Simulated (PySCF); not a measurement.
C3H6BFO2.

```xyz
13

O      1.4199    -1.4155     0.0000
B      0.1225    -1.0088     0.0000
O     -0.8932    -1.9146     0.0000
C     -0.1950     0.5264     0.0000
F     -1.5695     0.7682     0.0000
C      0.6304     1.5369     0.7520
C      0.6304     1.5369    -0.7520
H      1.5003    -2.3786     0.0000
H     -1.7498    -1.4634     0.0000
H      0.0649     2.3283     1.2513
H      1.5125     1.1774     1.2885
H      0.0649     2.3283    -1.2513
H      1.5125     1.1774    -1.2885
```

Coordinates come from a B3LYP-D3(BJ)/def2-SVP optimisation. This is a generated structure with no PubChem entry under its InChIKey; it may be hypothetical. Other conformers were not sampled.

The numbers are results of PBE/pcSseg-1 in PySCF, not measurements. Non-relativistic, no solvent.

Computed absolute GIAO shielding of each atom: isotropic value and principal components (ppm):
| atom | σ(iso) | σ11 | σ22 | σ33 | span |
|---|---|---|---|---|---|
| O1 | 223.9 | 129.3 | 260.7 | 281.7 | 152.3 |
| B2 | 64.8 | 44.8 | 58.8 | 90.8 | 46.0 |
| O3 | 194.9 | 53.9 | 238.9 | 291.9 | 238.0 |
| C4 | 106.0 | 43.6 | 65.7 | 208.6 | 165.0 |
| F5 | 391.6 | 334.5 | 377.3 | 463.1 | 128.5 |
| C6 | 164.8 | 132.4 | 164.0 | 198.1 | 65.7 |
| C7 | 164.8 | 132.4 | 164.0 | 198.1 | 65.7 |
| H8 | 27.6 | 21.9 | 23.0 | 37.8 | 15.9 |
| H9 | 25.9 | 19.1 | 26.5 | 32.1 | 13.0 |
| H10 | 30.2 | 25.4 | 27.3 | 37.8 | 12.4 |
| H11 | 30.3 | 24.7 | 27.8 | 38.4 | 13.8 |
| H12 | 30.2 | 25.4 | 27.3 | 37.8 | 12.4 |
| H13 | 30.3 | 24.7 | 27.8 | 38.4 | 13.8 |
